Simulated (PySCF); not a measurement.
Geometry (Å), atoms numbered from 1 in this order:
```xyz
14

C    -0.576   -1.245    1.375
C    -0.086   -0.592    0.323
C     1.315   -0.783   -0.057
N     2.181   -1.119    0.794
Si   -1.122    0.563   -0.750
N    -0.408    2.119   -0.685
F    -0.971    0.150   -2.304
H    -1.602   -1.138    1.687
H     0.047   -1.914    1.947
H     1.528   -0.592   -1.118
H     3.127   -1.226    0.433
H    -2.550    0.415   -0.498
H    -0.217    2.553    0.203
H    -0.665    2.810   -1.371
```

PySCF 2.14.0 with density-fitted response routines calculation with coordinates at the GFN2-xTB level and PBE0/pcSseg-1 with gauge-including orbitals; one computed conformer, one averaged value for each set of equivalent atoms, in vacuum, non-relativistic Hamiltonian.

Chemical shifts δ = σref − σ; TMS for 13C (σref 186.93) and 1H (σref 31.72) and 29Si (σref 349.16); NH3 for 15N (σref 267.73); 19F (σref 170.95) vs CFCl3, all at this level.

```csv
atoms,nucleus,count,Hirshfeld charge,δ (ppm)
H10,1H,1,0.04,8.81
H9,1H,1,0.05,7.48
C1,13C,1,-0.06,143.6
H11,1H,1,0.11,11.11
Si5,29Si,1,0.45,-10.9
H13/H14,1H,2,0.12,0.74
C2,13C,1,-0.10,?
N4,15N,1,-0.22,356.5
C3,13C,1,0.05,171.3
N6,15N,1,-0.32,?
F7,19F,1,-0.21,?
H8,1H,1,0.05,5.98
H12,1H,1,-0.09,?
```

**Question.** Estimate the values marked ?.

**Answer.** 
- C2: 152.3 ppm, carbon bonded to 2 C, Si
- H12: 5.44 ppm, hydrogen on a silicon bonded to C, F, N
- N6: 27.0 ppm, nitrogen bonded to Si, 2 H
- F7: -183.2 ppm, fluorine bonded to Si

OH and NH positions are those of a molecule without intermolecular hydrogen bonds; in solution they move with solvent, concentration and temperature, and exchange usually removes their couplings. Shifts are as computed. Against solution values, carbons near 30 ppm lie about +3 ppm off and those near 130 ppm about +5 ppm. Of 1309 compounds with measured shifts, 239 miss one by over three times the rms of a fit or turn the order of signals round; such compounds aren't used in these exercises. Unscaled 19F shifts against computed CFCl3 carry errors that often reach 10 to 50 ppm. Experimental scales use liquid or dissolved standards, which lie at an offset from isolated NH3 (liquid NH3: subtract about 20 ppm). Unscaled 15N shifts of sp2 nitrogen come out 20 to 40 ppm too high even then.
